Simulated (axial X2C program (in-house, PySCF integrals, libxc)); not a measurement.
**CaSn: from the spin-free to the two-component result**

Calculated with an in-house relativistic program for diatomic molecules. Spin-free means the one-electron spin-free X2C Hamiltonian; two-component (2c) means X2C with spin–orbit coupling and atomic mean-field two-electron Coulomb and Gaunt terms, so the difference of the two also holds small scalar two-electron terms. Basis: Sn dyall-cv3z [11s12p9d4f1g], Ca dyall-cv3z [11s12p6d4f] (cores contracted in-house); Gaussian nuclei, density fitting, unrestricted open shells. Masses: Sn 119.902 u, Ca 39.963 u.

Spin-free state: M_S = 1, Λ = 0 (beyond evenly filled blocks: π+α, π-α); fragments Sn + Ca.

```
  level  Re (Å)  ωe (cm⁻¹)  De (eV)  μ (D)
   PBE0   3.002      185.4    1.406   4.27
     HF   3.135      169.6    1.101   4.14
   CCSD   3.113      172.9    0.994    n/a
CCSD(T)   3.113      173.1    1.065    n/a
   BLYP   3.016      179.5    1.272   4.42
```

Correlated methods: 6 electrons correlated (number of frozen shells: Sn 4 s, 3 p, 2 d; Ca 3 s, 2 p), 312 virtual spin orbitals or spinors in MP2, 81 natural virtuals in coupled cluster.

Dipoles are positive if Ca is the positive end.

Two-component determinant lowest at the distance of the search:

Ω = 1 (⟨Sz⟩ = 0.99, ⟨Lz⟩ = 0.01 at HF); fragments Sn + Ca.

```tsv
level	Re (Å)	ωe (cm⁻¹)	μ (D)
PBE0	3.004	184.3	4.23
HF	3.138	168.6	4.13
CCSD	3.117	171.5	n/a
CCSD(T)	3.116	171.8	n/a
BLYP	3.020	177.3	4.36
```

Task: From the two tables, how do the constants change at the CCSD(T) level (2c against spin-free)?

Result: At the CCSD(T) level Re goes up by 0.003 Å and ωe falls by 1.3 cm⁻¹.

Occupations by symmetry block were frozen at the best pattern of an incomplete PBE0 search. De is counted from the lowest determinant-based energies of the atoms at the same level, without counterpoise correction. De is not given where an atomic determinant may have missed its ground term or J level, or where the truncated virtual space spoils (T). Density functionals use the spin component along the axis (collinear). CCSD and (T) use frozen natural virtuals with an MP2 correction for the truncation; (T) itself is uncorrected, so its De runs slightly low. PBE0 can misorder states that lie within some tenths of an eV, so this need not be the ground state of the molecule. The nearest other spin-free determinant of the search, M_S = 0, Λ = 2, lies 0.72 eV up at the distance of the search. Without a current term, density functionals place determinants with orbital angular momentum somewhat too high. With several unpaired electrons one determinant need not be a pure state. The outer-core s and p shells of the metal are frozen in the correlated rows, which leaves out core–valence correlation; for alkali and alkaline-earth bonds that tends to lengthen them. Open-shell Ω = 0 determinants with evenly filled partner blocks cannot be reached by this program, so the Ω shown need not be the lowest component. This is the Ω = 1 component of a π² triplet; the 0⁺ component is not one determinant and can lie lowest. The determinant is spin-polarised beyond a pure state at some levels (its spin-free form has ⟨S²⟩ too high), which makes Re and μ there less reliable. The T1 diagnostic is large, a sign of multireference character. With the outer-core shells frozen, correlated bond lengths of heavy atoms tend to come out a few hundredths of an ångström too long.
